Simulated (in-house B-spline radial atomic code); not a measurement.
Cr. Computed with a B-spline radial atomic code. Model: non-relativistic spherical atom: semilocal Troullier-Martins pseudo-atom, one channel per l, against all electrons, high spin, G0W0 and RPA with empty states to l = 8, local potential for every l without a channel, a model core (radius 0 = none) keeps its share of the functional.

What the tables leave out is listed at the end.

The pseudopotential gives back the lowest level of each angular momentum of its own functional in the configuration it was made in; a second state of the same l is only approximately right. Exact exchange, RPA and GW see the smooth pseudo-orbitals and miss the exchange with the core, for which the functional's share stands in. The column with an uncorrelated core keeps all orbitals and exact exchange, and so separates missing core correlation from pseudisation. Only the three outermost levels and the lowest empty one were computed. RPA here is direct RPA, with no exchange kernel, and its energies carry an (l + 1/2)⁻⁴ tail. A hybrid on a potential with a model core restores only its own semilocal share of the core's exchange.

Command:
```bash
python run_psgw.py task.json out
```
Settings (lengths in bohr, energies in hartree):
```
Z                      24
electrons              24
configuration          [Ar] 3d5 4s1
generated_in           [Ar] 3d5 4s1
functional             pbe,pbe
core_shells            4
radius_factor          1
core_correction        False
ion_configuration      [Ar] 3d5
```

Cost of the run: 75 s on 1 thread of Arm Neoverse N1, with other jobs on the host.

Given: made with PBE; model core radius 0 bohr; local radius 1.096 bohr; mean-field start PBE0.

Valence shells of the generating configuration: 3p, 4s, 3d.

Channel: s 2.787, p 0.797, d 2.4 (radii in bohr).

Computed: largest level miss in the spin-unpolarised generating configuration 0.002 eV; valence RPA correlation energy all-electron orbitals -0.67372 hartree; valence RPA correlation energy pseudo -0.77404 hartree; pseudo-atom RPA polarisability 39.534 bohr³; ionisation by mean-field all-electron 6.9264 eV; ionisation by mean-field pseudo minus all 0.288 eV; ionisation by RPA pseudo minus all 0.913 eV.

| level | occupied | mean-field all-electron (eV) | mean-field pseudo minus all (eV) | G0W0 all-electron (eV) | G0W0 uncorrelated core minus all (eV) | G0W0 pseudo minus all (eV) | exchange self-energy all-electron (eV) | exchange self-energy pseudo (eV) |
| --- | --- | --- | --- | --- | --- | --- | --- | --- |
| 4s up | 1 | -4.8496 | -0.22 | -7.1889 | -0.023 | -0.71 | -9.7467 | -10.683 |

**Question.** What is the all-electron RPA polarisability, core included?

**Answer.** 43.227 bohr³.

**Question.** What is the ionisation by RPA all-electron?

**Answer.** 7.1765 eV.

Given: mean-field start Hartree-Fock.

Computed: valence RPA correlation energy pseudo -0.67822 hartree; all-electron RPA polarisability, core included 34.084 bohr³; ionisation by mean-field all-electron 5.9017 eV; ionisation by mean-field pseudo minus all 1.345 eV; ionisation by RPA all-electron 6.7917 eV; ionisation by RPA pseudo minus all 1.078 eV.

```json
{"level": "4s up", "occupied": "1", "mean-field all-electron (eV)": "-6.0422", "mean-field pseudo minus all (eV)": "-1.5", "G0W0 all-electron (eV)": "-6.815", "G0W0 uncorrelated core minus all (eV)": "-0.017", "G0W0 pseudo minus all (eV)": "-1.161", "exchange self-energy all-electron (eV)": "-8.7077", "exchange self-energy pseudo (eV)": "-12.188"}
{"level": "3d up", "occupied": "1", "mean-field all-electron (eV)": "-10.169", "mean-field pseudo minus all (eV)": "1.011", "G0W0 all-electron (eV)": "-9.1246", "G0W0 uncorrelated core minus all (eV)": "0.113", "G0W0 pseudo minus all (eV)": "0.762", "exchange self-energy all-electron (eV)": "-33.629", "exchange self-energy pseudo (eV)": "-27.879"}
{"level": "3p down", "occupied": "1", "mean-field all-electron (eV)": "-50.065", "mean-field pseudo minus all (eV)": "3.311", "G0W0 all-electron (eV)": "-47.852", "G0W0 uncorrelated core minus all (eV)": "-0.392", "G0W0 pseudo minus all (eV)": "1.871", "exchange self-energy all-electron (eV)": "-40.779", "exchange self-energy pseudo (eV)": "-30.428"}
```

**Question.** What is the pseudo-atom RPA polarisability?

**Answer.** 22.084 bohr³.

**Question.** What is the valence RPA correlation energy all-electron orbitals?

**Answer.** -0.56953 hartree.

Among the listed levels the largest G0W0 shift of the pseudo-atom is +1.87 eV, for 3p down on the Hartree-Fock start, while leaving the core uncorrelated moves that level by -0.39 eV. So pseudisation and the lost core exchange, not the missing core correlation, make the error. Not in the tables (levels of low weight, unsolved or above zero; the highest and the empty levels are kept at any weight): on PBE, a start not tabulated, the G0W0 levels 3d up (pseudo minus all +0.31 eV, weights 0.55 and 0.47), 4s up (pseudo minus all -0.38 eV, weights 0.53 and 0.72), 3p down (pseudo minus all +2.34 eV, weights 0.51 and 0.00); on PBE0 the G0W0 levels 3d up (pseudo minus all +0.47 eV, weights 0.74 and 0.70), 3p down (pseudo minus all +1.51 eV, weights 0.69 and 0.66), 4p up (pseudo minus all +0.09 eV, weights 0.95 and 0.94).
